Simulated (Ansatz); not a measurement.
Be8O8 (started as a model of: (BeO)8 cage of four- and six-membered rings). Charge 0, multiplicity 1. Geometry PBE0-D4/def2-SVP.

Cartesian coordinates in Å:
```
Be 0.7032 -1.2942 1.6332
O 1.9830 -0.4422 1.3462
Be 0.9393 0.7294 1.8500
O -0.2058 -0.1689 2.4226
Be -1.1629 -0.4210 1.1936
O -0.3589 -1.7355 0.5685
Be -0.0658 -1.4518 -0.9178
O 1.2136 -0.4727 -1.3296
Be 1.7018 0.2357 -0.0508
O 0.8730 1.5587 0.5218
Be -0.4730 1.6371 -0.2250
O -1.7277 0.6494 0.2393
O -1.0890 -0.9010 -1.9855
Be 0.1000 0.2225 -2.1857
O -0.6882 1.5120 -1.7833
Be -1.7424 0.3423 -1.2975
```

(1) Estimate the orbital energies around the gap (eV) in Ansatz with HF/STO-3G, PBE-D4/def2-SVP, PBE-D4/def2-TZVP, r2SCAN-D4/def2-TZVP, PBE0-D4/def2-SVP.

## Answers

(1) 
```
orbital  HF/STO-3G  PBE-D4/def2-SVP  PBE-D4/def2-TZVP  r2SCAN-D4/def2-TZVP  PBE0-D4/def2-SVP
 HOMO−9     -10.98            -8.51             -8.07                -8.36            -10.14
 HOMO−8     -10.79            -8.27             -7.87                -8.19             -9.91
 HOMO−7     -10.79            -8.27             -7.87                -8.19             -9.91
 HOMO−6     -10.25            -7.91             -7.52                -7.82             -9.53
 HOMO−5     -10.10            -7.91             -7.52                -7.82             -9.53
 HOMO−4     -10.10            -7.91             -7.51                -7.80             -9.52
 HOMO−3      -9.64            -7.79             -7.42                -7.73             -9.42
 HOMO−2      -9.38            -7.27             -6.88                -7.15             -8.86
 HOMO−1      -9.38            -7.27             -6.88                -7.15             -8.86
   HOMO      -9.35            -7.22             -6.82                -7.12             -8.82
   LUMO       5.26            -1.90             -1.88                -1.35             -1.06
 LUMO+1       6.03            -1.35             -1.24                -0.69             -0.51
 LUMO+2       7.14            -0.84             -0.76                -0.20             -0.01
 LUMO+3       7.14            -0.84             -0.76                -0.20             -0.01
 LUMO+4       7.51            -0.43             -0.38                 0.20              0.43
 LUMO+5       7.81            -0.43             -0.38                 0.20              0.43
```
